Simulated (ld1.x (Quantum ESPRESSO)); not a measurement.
## Plane-wave convergence, TM potential for fluorine

ld1.x (Quantum ESPRESSO) 7.5 input, shortened:

```
&input
   title='F', zed=9., rel=0, dft='PBE', iswitch=3,
   config='[He] 2s2 2p3.5 3d-2'
 /
 &inputp
   pseudotype=2, tm=.true., lloc=2,
   nlcc=.false.
 /
3
2S  1  0   2.00   0.00  0.75  0.75  0.0
2P  2  1   3.50   0.00  0.95  0.95  0.0
3D  3  2  -2.00   0.05  0.95  0.95  0.0
 &test
   configts(1)='2s2 2p3.5'
 /
```

The pseudo-atom Hamiltonian at the reference potential is diagonalised in spherical Bessel functions j_l(qr) that vanish at 20 bohr, with q² up to the cutoff. All-electron valence levels (Ry): 2s -4.2075, 2p -2.8121.

How do the lowest levels (Ry) of each channel move with the cutoff, and are there ghosts?

```json
{"cutoff (Ry)": "8", "s #1": "-3.8583", "s #2": "-0.7417", "p #1": "-1.3073", "d #1": "-0.3042", "f #1": "-0.1378", "Σ f·Δε (mRy)": "5968.6"}
{"cutoff (Ry)": "18", "s #1": "-3.9835", "s #2": "-0.7682", "p #1": "-1.7875", "d #1": "-0.3068", "f #1": "-0.1378", "Σ f·Δε (mRy)": "4037.4"}
{"cutoff (Ry)": "35", "s #1": "-4.0464", "s #2": "-0.7734", "p #1": "-2.2789", "d #1": "-0.3075", "f #1": "-0.1378", "Σ f·Δε (mRy)": "2191.8"}
{"cutoff (Ry)": "55", "s #1": "-4.1483", "s #2": "-0.7838", "p #1": "-2.5699", "d #1": "-0.3077", "f #1": "-0.1378", "Σ f·Δε (mRy)": "969.3"}
{"cutoff (Ry)": "80", "s #1": "-4.1933", "s #2": "-0.7884", "p #1": "-2.7486", "d #1": "-0.3078", "f #1": "-0.1378", "Σ f·Δε (mRy)": "253.9"}
{"cutoff (Ry)": "120", "s #1": "-4.2030", "s #2": "-0.7894", "p #1": "-2.8092", "d #1": "-0.3078", "f #1": "-0.1378", "Σ f·Δε (mRy)": "22.4"}
{"cutoff (Ry)": "200", "s #1": "-4.2067", "s #2": "-0.7898", "p #1": "-2.8123", "d #1": "-0.3078", "f #1": "-0.1378", "Σ f·Δε (mRy)": "4.4"}
{"cutoff (Ry)": "350", "s #1": "-4.2081", "s #2": "-0.7900", "p #1": "-2.8127", "d #1": "-0.3078", "f #1": "-0.1378", "Σ f·Δε (mRy)": "0.1"}
{"cutoff (Ry)": "400", "s #1": "-4.2082", "s #2": "-0.7900", "p #1": "-2.8127", "d #1": "-0.3078", "f #1": "-0.1378", "Σ f·Δε (mRy)": "0.0"}
```

Result: no extra level below or beside the all-electron valence levels (s, p, d, f tested); 10 mRy is reached at 180 Ry and 1 mRy at 260 Ry.

Its largest configuration-test error is +418 meV.
